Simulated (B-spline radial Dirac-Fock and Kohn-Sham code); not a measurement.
Level of theory: Dirac-Fock energy differences between relaxed states, corrected for Breit and QED terms; a radial B-spline solver. Free neutral atoms up to Cf, the lines Kα1, Kβ1, Lα1, Lβ1, Lβ2, Lγ1, Lℓ and Mα1 where both subshells are closed (so no Lα of most 3d metals and no Mα of most lanthanides); Na, Y were not searched.

**Question.** P Kα1 is computed at 2014.5 eV. Which of the searched lines of other elements lie within 52 eV and could overlap it in an energy-dispersive spectrum?

**Answer.** Mo Lℓ at 2013.7 eV (-1); Zr Lα1 at 2044.0 eV (+30); Ir Mα1 at 1982.5 eV (-32).
